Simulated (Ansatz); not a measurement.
AlH6NO2Si, SMILES N[SiH2][Al]([OH])[OH].

Coordinates come from a B3LYP-D3(BJ)/def2-SVP optimisation. The structure was generated by enumeration; whether it is a known compound was not checked. Other conformers were not sampled.

Two levels are set side by side: PBE/def2-SVPD (Ansatz, an electronic-structure program) and CAM-B3LYP/def2-SVPD (Ansatz). Energy differences of separate SCF runs at the same geometry; the states with an electron removed or added have multiplicity 2 and 2. Differences are taken from unrounded values.

```tsv
quantity	CAM-B3LYP	PBE	PBE minus CAM-B3LYP
vertical ionisation energy (eV)	9.45	8.98	-0.47
vertical singlet–triplet gap (eV)	5.18	4.69	-0.48
```
